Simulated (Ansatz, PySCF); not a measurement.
PySCF was given this input:
```python
from pyscf import gto, scf, dft

mol = gto.M(
    atom='''
C     2.41049035   -0.32170320    0.91371510
C     1.57151961   -0.25079038   -0.30065431
C     0.40966998    0.64866289   -0.43689128
C    -0.94297859   -0.10718236   -0.47617380
C    -2.08282331    0.86576106   -0.76064173
C    -1.17964219   -0.84108017    0.83937272
H     2.00808795    0.30595260    1.70571581
H     2.49009629   -1.34802493    1.28583334
H     3.43638330    0.00620230    0.70744873
H     1.79866639   -0.91867284   -1.11540489
H     0.38518179    1.36158618    0.39012731
H     0.48376161    1.21555236   -1.37390764
H    -0.89554694   -0.84346481   -1.28577866
H    -3.03312958    0.33734373   -0.80007415
H    -2.14274236    1.61918421    0.02240389
H    -1.93264884    1.37097698   -1.71238927
H    -1.23336327   -0.13316759    1.66416326
H    -2.11379835   -1.39776809    0.80396475
H    -0.36836326   -1.53770698    1.03553720
''',
    basis='sto-3g',
    spin=1,
    verbose=4,
)

mf = dft.UKS(mol)
mf.xc = 'camb3lyp'
mf.grids.atom_grid = (99, 590)
mf.grids.prune = None
mf.kernel()
```

Q: Write the same job for Ansatz (a first-principles code).

A: This is not unique; one that fits is 
Ansatz 0.2 input:
```yaml
crystal:
  periodic: [false, false, false]
  atoms:
    - {symbol: C, position_ang: [2.41049035, -0.32170320, 0.91371510]}
    - {symbol: C, position_ang: [1.57151961, -0.25079038, -0.30065431]}
    - {symbol: C, position_ang: [0.40966998, 0.64866289, -0.43689128]}
    - {symbol: C, position_ang: [-0.94297859, -0.10718236, -0.47617380]}
    - {symbol: C, position_ang: [-2.08282331, 0.86576106, -0.76064173]}
    - {symbol: C, position_ang: [-1.17964219, -0.84108017, 0.83937272]}
    - {symbol: H, position_ang: [2.00808795, 0.30595260, 1.70571581]}
    - {symbol: H, position_ang: [2.49009629, -1.34802493, 1.28583334]}
    - {symbol: H, position_ang: [3.43638330, 0.00620230, 0.70744873]}
    - {symbol: H, position_ang: [1.79866639, -0.91867284, -1.11540489]}
    - {symbol: H, position_ang: [0.38518179, 1.36158618, 0.39012731]}
    - {symbol: H, position_ang: [0.48376161, 1.21555236, -1.37390764]}
    - {symbol: H, position_ang: [-0.89554694, -0.84346481, -1.28577866]}
    - {symbol: H, position_ang: [-3.03312958, 0.33734373, -0.80007415]}
    - {symbol: H, position_ang: [-2.14274236, 1.61918421, 0.02240389]}
    - {symbol: H, position_ang: [-1.93264884, 1.37097698, -1.71238927]}
    - {symbol: H, position_ang: [-1.23336327, -0.13316759, 1.66416326]}
    - {symbol: H, position_ang: [-2.11379835, -1.39776809, 0.80396475]}
    - {symbol: H, position_ang: [-0.36836326, -1.53770698, 1.03553720]}
basis:
  gaussian:
    orbitals: STO-3G
hamiltonian:
  xc: cam_b3lyp
magnetization: {spin_polarized: true, initial_magnetization: 1}
accuracy: high
```

Both were run: PySCF gave -233.432088 Eh and Ansatz -233.432088 Eh, 0.000 mEh apart.
